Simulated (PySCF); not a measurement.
Si(H)(Et)(OH)2 (C₂H₈O₂Si), SMILES CC[SiH](O)O.

The structure is a stationary point at PBE-D3(BJ)/def2-SVP. One conformer was computed; it need not be the lowest.

Calculation: PBE-D3(BJ)/def2-SVP run with PySCF.

Frequencies are harmonic and unscaled.

| mode | ν (cm⁻¹) | IR (km/mol) | moving atoms (share of kinetic energy) |
|---|---|---|---|
| 1 | 54 | 5.2 | H 36 %, C 31 %, O 28 % |
| 2 | 94 | 31.7 | H 74 %, O 17 % |
| 3 | 150 | 12.1 | H 41 %, C 27 %, O 25 % |
| 4 | 190 | 3.1 | H 81 %, O 8 % |
| 5 | 261 | 40.8 | H 65 %, O 23 % |
| 6 | 274 | 79.2 | H 50 %, O 30 %, C 14 % |
| 7 | 320 | 26.8 | H 42 %, C 23 %, O 20 %, Si 15 % |
| 8 | 355 | 29.4 | O 47 %, Si 26 %, H 14 %, C 13 % |
| 9 | 623 | 28.0 | H 79 %, C 17 % |
| 10 | 658 | 39.8 | C 38 %, H 36 %, Si 22 % |
| 11 | 739 | 88.0 | H 88 %, C 9 % |
| 12 | 749 | 222.1 | H 89 % |
| 13 | 783 | 121.5 | O 63 %, Si 20 %, H 16 % |
| 14 | 834 | 23.0 | H 56 %, O 36 %, Si 9 % |
| 15 | 907 | 118.3 | H 65 %, Si 22 %, O 10 % |
| 16 | 917 | 85.6 | H 54 %, Si 25 %, O 18 % |
| 17 | 951 | 28.0 | H 81 %, C 16 % |
| 18 | 956 | 68.4 | H 65 %, Si 16 %, C 13 % |
| 19 | 1029 | 20.5 | C 70 %, H 30 % |
| 20 | 1202 | 2.6 | H 79 %, C 21 % |
| 21 | 1222 | 10.6 | H 56 %, C 42 % |
| 22 | 1343 | 0.9 | H 82 %, C 18 % |
| 23 | 1376 | 4.7 | H 91 %, C 9 % |
| 24 | 1426 | 6.6 | H 97 % |
| 25 | 1429 | 5.7 | H 96 % |
| 26 | 2113 | 178.2 | H 97 % |
| 27 | 2966 | 32.0 | H 97 % |
| 28 | 2975 | 10.3 | H 95 % |
| 29 | 3024 | 2.7 | H 91 %, C 9 % |
| 30 | 3047 | 23.4 | H 91 %, C 9 % |
| 31 | 3062 | 16.5 | H 91 %, C 9 % |
| 32 | 3775 | 50.6 | H 94 % |
| 33 | 3780 | 72.2 | H 94 % |
